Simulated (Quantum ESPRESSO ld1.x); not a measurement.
Values are calculated unless marked as measured or tabulated.
Charge is removed step by step from the 3s1/2 level of the copper ion Cu+, starting from [Ar] 3d10. Level of theory: Dirac Kohn-Sham, BLYP, spin-unpolarised, spherical densities, point nucleus (ld1.x of Quantum ESPRESSO 7.5).

| removed (e) | E - E(0) (eV) | eigenvalue (eV) | E minus straight line (eV) |
|---|---|---|---|
| 0 | 0.000 | -123.18 | 0.000 |
| 0.2 | 24.964 | -126.49 | -1.430 |
| 0.4 | 50.609 | -129.99 | -2.179 |
| 0.6 | 76.971 | -133.66 | -2.212 |
| 0.8 | 104.08 | -137.48 | -1.495 |
| 1 | 131.97 | -141.44 | 0.000 |

Removing the whole electron costs 131.97 eV by Delta-SCF, against 123.18 eV from minus the eigenvalue at the starting occupation. Integrating minus the eigenvalue over the occupation (Janak's theorem) gives 131.99 eV. The mean slope of the eigenvalue, de/dn, is 18.3 eV per electron.
